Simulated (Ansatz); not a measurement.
Ideal-gas functions of `[CH3][SnH]([F])[SH]` at 298.15 K and 1 bar, from an Ansatz frequency run at PBE0-D4/def2-TZVP.

Molar mass 186.83 g/mol, point group C1 (symmetry number 1), electronic degeneracy 1, moments of inertia 119.778, 227.956, 286.391 u Å². Harmonic wavenumbers (cm⁻¹, unscaled): 73, 110, 143, 153, 159, 363, 513, 549, 570, 609, 722, 775, 785, 1228, 1448, 1449, 1969, 2711, 3072, 3174, 3176.

Use S(trans) = R[1.5 ln M + 2.5 ln T − 1.1517]; rotational temperatures θ = 24.2544 K / I; S(rot) = R[ln(√π/σ · √(T³/θAθBθC)) + 1.5]; for each mode x = 1.438777 ν̃/T, S = R[x/(eˣ − 1) − ln(1 − e⁻ˣ)] and H = RT x/(eˣ − 1); 1 cm⁻¹ = 0.0119627 kJ/mol; R = 8.31446 J/(mol·K).

Problem. By hand: the entropy, in J/(mol·K).

Solution. Translation 174.1. Rotation: θ = 0.2025, 0.1064, 0.0847 K, giving 114.5. Vibration, mode by mode: 17.03, 13.68, 11.56, 11.02, 10.72, 4.64, 2.62, 2.29, 2.11, 1.82, 1.18, 0.96, 0.92, 0.15, 0.06, 0.06, 0.01, 0.00, 0.00, 0.00, 0.00, in all 80.8. Electronic 0.0. Sum 369.4 J/(mol·K).

Problem. By hand: H − E and G − E in kJ/mol, counted from the electronic energy.

Solution. Zero-point energy ½ × 23751 × 0.0119627 = 142.1; thermal vibration 12.6; translation, rotation and pV give 4 RT = 9.9. H − E = 164.6 kJ/mol, and G − E = 164.6 − 298.15 × 369.4/1000 = 54.5 kJ/mol.

Vibration gives 22 % of the entropy, 42.3 J/(mol·K) of it from the modes under 150 cm⁻¹: soft modes count most, and the harmonic formula is weakest for them. The sum counts one conformer and one mirror image; others add a mixing term.
